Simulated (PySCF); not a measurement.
Correlation energy of Al⁺ (aluminium, charge +1)

[Ne] 3s2, closed-shell 1S. Computed with PySCF 2.14 in aug-cc-pwCVTZ, with the non-relativistic Hamiltonian (point nucleus). Frozen: 1s2; 10 electrons correlated.

```json
{"level": "CCSD", "correlation energy (mhartree)": "-291.40"}
{"level": "(T)", "correlation energy (mhartree)": "-3.34"}
{"level": "CCSD(T)", "correlation energy (mhartree)": "-294.74"}
```

Diagnostics: T1 = 0.0073, D1 = 0.0218, largest double amplitude 0.100.

Cost of the coupled-cluster step: about 4 core-seconds, for 10 correlated electrons.
